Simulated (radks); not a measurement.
Sm53+, configuration [He] 2s2 2p4 7d1 (not the ground configuration). Method: Dirac Kohn-Sham, PBEsol, spin-unpolarised, spherical densities, point nucleus; open shells fill j = l - 1/2 first; computed with a radial shooting solver on a logarithmic mesh with Libxc functionals.

Normalised radial functions P(r) = r R(r) (large component), r in bohr:

r,2s1/2,2p3/2,7d3/2
0.001063,0.4721,0.0075,0.0000
0.001384,0.5846,0.0125,0.0000
0.001816,0.7234,0.0209,0.0001
0.002365,0.8814,0.0344,0.0001
0.003104,1.0669,0.0571,0.0003
0.004074,1.2694,0.0941,0.0005
0.005305,1.4690,0.1515,0.0011
0.006963,1.6531,0.2447,0.0021
0.00914,1.7745,0.3889,0.0043
0.0119,1.7758,0.5979,0.0084
0.01562,1.5829,0.9073,0.0167
0.02034,1.1332,1.3156,0.0320
0.0267,0.3494,1.8458,0.0610
0.03505,-0.7310,2.4430,0.1118
0.04563,-1.9076,2.9832,0.1909
0.0599,-2.9403,3.3272,0.3060
0.07862,-3.4098,3.2662,0.4345
0.1024,-3.1089,2.7374,0.5066
0.1344,-2.1705,1.8444,0.4052
0.175,-1.1276,0.9609,0.0444
0.2297,-0.3870,0.3419,-0.4505
0.3015,-0.0794,0.0752,-0.5277
0.3925,-0.0090,0.0095,0.1492
0.5152,-0.0004,0.0005,0.6944
0.6709,0.0000,0.0000,-0.1413
0.8806,0.0000,0.0000,-0.8121
1.156,0.0000,0.0000,0.5181
1.505,0.0000,0.0000,1.1666
1.976,0.0000,0.0000,0.4034
2.593,0.0000,0.0000,0.0330
3.377,0.0000,0.0000,0.0006

2s1/2: eigenvalue -11822.3 eV, 1 radial node at r = 0.0294 bohr, <r> = 0.0937 bohr, 90 % of the charge inside 0.145 bohr. 2p3/2: eigenvalue -10892.5 eV, 0 radial nodes, <r> = 0.0842 bohr, 90 % of the charge inside 0.136 bohr. 7d3/2: eigenvalue -818.19 eV, 4 radial nodes at r = 0.179, 0.375, 0.651, 1.06 bohr, <r> = 1.28 bohr, 90 % of the charge inside 1.75 bohr.
